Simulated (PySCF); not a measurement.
Rows and methods have been separated. Pair them.

Tetrahydropyran-4-one, C5H8O2.
Z-matrix (Å and degrees, PBE0-D3(BJ)/def2-SVP geometry), rows numbered from 1:
```
O 
C   1  1.2065
C   2  1.5124  1  123.38
C   3  1.5312  2  110.39  1  -132.45
O   4  1.4001  3  111.57  2   -53.14
C   5  1.4002  4  112.28  3    62.41
C   2  1.5124  1  123.37  3  -178.63
H   3  1.1038  2  107.89  1   109.15
H   3  1.0991  2  109.31  1    -8.73
H   4  1.0994  3  110.74  2  -172.38
H   4  1.1096  3  109.44  2    69.24
H   6  1.1096  5  110.31  4    59.43
H   6  1.0994  5  107.14  4   176.19
H   7  1.0991  2  109.31  1     8.73
H   7  1.1038  2  107.88  1  -109.16
```

The closed-shell ground state was solved 4 times with PySCF (density fitting, gas phase), always with PBE0, in these basis sets: 6-31G*, STO-3G, aug-cc-pVDZ and def2-TZVP.

```json
{"row": "P", "total energy (Eh)": "-345.5221", "HOMO (eV)": "-7.18", "LUMO (eV)": "-0.63", "dipole (D)": "1.92"}
{"row": "Q", "total energy (Eh)": "-340.9991", "HOMO (eV)": "-4.16", "LUMO (eV)": "2.76", "dipole (D)": "0.75"}
{"row": "R", "total energy (Eh)": "-345.3852", "HOMO (eV)": "-6.90", "LUMO (eV)": "-0.27", "dipole (D)": "1.70"}
{"row": "S", "total energy (Eh)": "-345.4379", "HOMO (eV)": "-7.19", "LUMO (eV)": "-0.77", "dipole (D)": "1.97"}
```

Task: Which basis belongs to which row?

Result: P = def2-TZVP, Q = STO-3G, R = 6-31G*, S = aug-cc-pVDZ. From the lowest total energy up: def2-TZVP (265 functions) 0 eV; aug-cc-pVDZ (233 functions) +2.29 eV; 6-31G* (114 functions) +3.72 eV; STO-3G (43 functions) +123.08 eV.

One conformer stands for the species.
